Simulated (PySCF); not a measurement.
All values below come from PBE-D3(BJ)/def2-TZVP // TPSS-D3(BJ)/def2-SVP run with PySCF 2.14.0. Isolated molecules, 0 K electronic values unless said otherwise. One relaxed conformer stands for a flexible species; it need not be the lowest. 

Reference species: [Mo(Cl)6] (neutral, multiplicity 1).

```yaml
charge on the central atom (Mulliken): 0.69 e
LUMO: -6.29 eV
coordination_number: 6
mean_distance_from_the_central_atom_to_its_bonded_neighbours: 2.314 Å
```

Changed species: [Mo(Cl)3(NH2)3] (3 of 6 Cl replaced by NH2; the reference has 0 of 6 Cl replaced by NH2).

**Question.** What does the change do to the charge on the central atom (Mulliken), LUMO, coordination number and mean distance from the central atom to its bonded neighbours?

**Answer.** the charge on the central atom (Mulliken) rises by 0.28 e, to 0.97 e; the LUMO increases by 1.78 eV, to -4.51 eV; the coordination number stays essentially unchanged; the mean distance from the central atom to its bonded neighbours drops by 0.151 Å, to 2.163 Å.
